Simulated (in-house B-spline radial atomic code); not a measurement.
# Correlation energy from the adiabatic connection: ω²r²/2, ω = 0.0162

Two electrons in a singlet, external potential ω²r²/2, ω = 0.0162 (atomic units). Full CI in B-splines (partial waves to l = 8, correlation up to 0.6 % small) with the density held fixed gives W(λ) = <V_ee>_λ − U, and E_c is the integral of W(λ) − W(0) from 0 to 1.

| λ | W(λ) − W(0) (hartree) |
| --- | --- |
| 0 | 0.00000 |
| 0.02 | -0.00213 |
| 0.05 | -0.00484 |
| 0.12 | -0.00944 |
| 0.25 | -0.01439 |
| 0.4 | -0.01747 |
| 0.6 | -0.01981 |
| 0.8 | -0.02127 |
| 1 | -0.02228 |

(1) Integrate the table by the trapezoid rule.

(2) Now use only three numbers: W(0) = -0.072695, the initial slope W'(0) = -0.1132 (extrapolated from the first points) and the strong-coupling limit of the point-charge-plus-continuum model, W∞ = -0.097027. What do second-order theory and the interpolation W(λ) = W∞ + (W(0) − W∞)/√(1 + 2χλ) of Seidl, Perdew and Levy give?

Answers

(1) The strips give -0.00002, -0.00010, -0.00050, -0.00155, -0.00239, -0.00373, -0.00411, -0.00435, which sum to -0.01676 hartree. The direct value, W(1) − W(0) + T_c with T_c = 0.00542, is -0.01686; the curve is convex, so chords lie above it and the trapezoids fall short in size by 0.64 %.

(2) Second order keeps the slope alone: E_c = W'(0)/2 = -0.05660, +236 % in size against -0.01686. Matching the slope fixes χ = W'(0)/(W∞ − W(0)) = -0.1132/(-0.02433) = 4.65231. Integrating, with s = √(1 + 2χ) = 3.210081, E_c = −(W(0) − W∞)(s − 1)/(s + 1) = −0.02433 × 2.210081/4.210081 = -0.01277 hartree, -24.3 % in size against the full result. At λ = 1 the formula gives W − W(0) = -0.01675 against -0.02228. Part of the miss can come from the model's W∞, which here lies above the computed W at λ = 4.5, -0.09986. The slope is uncertain by some per cent for so bent a curve.
